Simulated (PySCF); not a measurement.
## Relaxation of doublet ICl₄

Level of theory: UPBE0/[I def2-TZVP with ECP28, Cl def2-TZVP], scalar-relativistic core potentials, density fitting, no spin–orbit coupling, PySCF. A (50,194) grid was used.

A start displaced from a saddle point along its imaginary mode, of C4v symmetry, held to at least that symmetry:

Coordinates in bohr (charge 0 multiplicity 2):
```
I     0.0000    0.0000    0.2268
Cl    4.5867    0.0000   -0.2057
Cl    0.0000    4.5867   -0.2057
Cl   -4.5867    0.0000   -0.2057
Cl    0.0000   -4.5867   -0.2057
```

Optimiser trace:
| step | E − E(last) (kJ/mol) | largest gradient (Eh/bohr) |
| --- | --- | --- |
| 0 | 4.23 | 0.00760 |
| 1 | 0.51 | 0.00330 |
| 2 | 0.01 | 0.00042 |
| 3 | 0.00 | 0.00002 |

It ends at C4v with I–Cl 2.413 Å (×4); Cl–I–Cl 88.9° (×4), Cl–I–Cl 163.8° (×2). A frequency run shows a minimum. Other isomers or separated fragments may lie lower.

Final geometry:
```xyz
5
charge 0 multiplicity 2, angstrom
I     0.0000    0.0000    0.1788
Cl    2.3888    0.0000   -0.1617
Cl    0.0000    2.3888   -0.1617
Cl   -2.3888    0.0000   -0.1617
Cl    0.0000   -2.3888   -0.1617
```

With an element this heavy the missing spin–orbit coupling can shift these numbers.

The relaxation took 28 s on 8 threads of a shared Arm Neoverse V1 host, with 198 basis functions and 4 gradients; the process peaked at 2.3 GiB. Launch command: `OMP_NUM_THREADS=8 python axn.py task.json out`.
